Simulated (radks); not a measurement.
Initial-state core-level shifts of neutral lanthanum when its valence configuration changes from [Xe] 5d1 6s2. Calculated with a radial shooting solver on a logarithmic mesh with Libxc functionals: scalar-relativistic Kohn-Sham, LDA (Slater exchange, Perdew-Wang correlation), spin-polarised, spherical densities, finite nucleus; open shells are filled with parallel spins first (spin-orbit coupling, left out, can overturn this in heavy ions); Fermi nuclear charge, rms radius 4.855 fm. Shifts are changes of the shell-averaged eigenvalues in eV (positive: less bound); the change of the density at the nucleus, which sets a Mossbauer isomer shift, is in e/bohr^3, on a base of 3.633e+05.

\begin{tabular}{lrrrrr}
valence & 1s & 2s & 3s & 4s & density at nucleus \\ \hline
5d1.5 6s1.5 & +0.896 & +0.940 & +0.929 & +0.918 & -10.39 \\
4f1 6s2 & +5.952 & +6.541 & +7.555 & +6.989 & -22.05 \\
5d1 6p2 & -2.023 & -2.021 & -2.031 & -2.027 & -32.87 \\
6s2 6p1 & -3.096 & -3.205 & -3.177 & -3.138 & +9.48 \\
5d1 6s1 6p1 & -0.974 & -0.976 & -0.980 & -0.979 & -14.96 \\
5d0.5 6s1.5 6p1 & -2.018 & -2.070 & -2.060 & -2.041 & -3.60 \\
4f2 5d1 & +6.171 & +6.946 & +8.082 & +7.464 & -55.26 \\
\end{tabular}
